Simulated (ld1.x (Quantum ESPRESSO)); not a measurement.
# P (Z = 15): variants of one ultrasoft potential

Base potential:

- Element: phosphorus (P)
- Generator: ld1.x (Quantum ESPRESSO) 7.5
- Type: ultrasoft
- Functional: PBE
- Relativity: scalar-relativistic
- Frozen core: [Ne]
- Valence charge: 5
- Reference configuration: 3s2 3p3
- Partial waves: 3s (bound): rcut 1.80, rcutus 1.90 bohr; 3s channel at 1.35 Ry: rcut 1.80, rcutus 1.90 bohr; 3p (bound): rcut 1.40, rcutus 1.80 bohr; 3p channel at 0.1 Ry: rcut 1.40, rcutus 1.80 bohr
- Local potential: all-electron potential smoothed inside 1.65 bohr (lloc = -2)
- Core correction: a·sin(br)/r model core inside 0.85 bohr
- Augmentation charge: built from norm-conserving waves at rcut, not smoothed further

Cutoffs, loose and tight: the cutoffs (Ry, on a coarse ladder) from which the occupation-weighted sum of valence levels, in a spherical-Bessel basis at the reference potential, stays within 10 and 1 mRy of its value at 400 Ry. They do not see the model core or the augmentation charge, which bear on the density cutoff. Test errors are all-electron minus pseudo excitation energies from the reference, over the configurations 3s2 3p2; 3s2 3p1; 3s2 3p0; 3s2 3p3.3; 3s0 3p5; 3s1 3p0; 3s2 3p2.5. A dash means not determined; rows that change the core or the reference have their own tests.

Cutoffs are not given where the Bessel-basis levels miss the radial ones by over 6 mRy, ghosts where they miss by over 20 mRy; a channel whose overlap is not positive is not tested.

```csv
change,outcome,"cutoff, loose","cutoff, tight",bound ghosts,largest test error (meV)
base,generated,–,–,not determined,test run stopped at test 1 of 7 (negative rho)
"all radii but the core radius scaled by about 1.32 (s 2.52, p 2.38 bohr, rcut 2.38/1.86); local potential all-electron potential smoothed inside 2.18 bohr (lloc = -2)",generated,–,–,not determined,-568
local potential all-electron potential smoothed inside 1.40 bohr (lloc = -1),generated,–,–,not determined,test run stopped at test 1 of 7 (negative rho)
functional LDA (PZ),generated,–,–,not determined,test run stopped at test 1 of 9 (negative rho)
local potential all-electron potential smoothed inside 1.12 bohr (lloc = -2),generated,–,–,not determined,test run stopped at test 1 of 7 (negative rho)
core correction a·sin(br)/r model core inside 1.48 bohr,generated,–,–,not determined,test run stopped at test 1 of 7 (negative rho)
reference 3s1.5 3p3.5,generated,–,–,not determined,test run stopped at test 2 of 7 (negative rho)
"waves 3p (bound): rcut 1.40, rcutus 1.60 bohr; 3p channel at 0.1 Ry: rcut 1.40, rcutus 1.60 bohr",generated,–,–,not determined,test run stopped at test 1 of 7 (negative rho)
type TM semilocal; waves now 3s (bound): rc 1.90 bohr; 3p (bound): rc 1.80 bohr; local potential the p channel,generated,18 Ry,40 Ry,none,+163
"waves 3s (bound): rcut 1.50, rcutus 1.58 bohr; 3s channel at 1.35 Ry: rcut 1.50, rcutus 1.58 bohr",generated,15 Ry,25 Ry,none,+89
"wave 3s channel at 1.35 Ry: rcut 1.80, rcutus 1.90 bohr becomes 3s channel at -0.1 Ry: rcut 1.80, rcutus 1.90 bohr",generated,12 Ry,21 Ry,none,+79
```
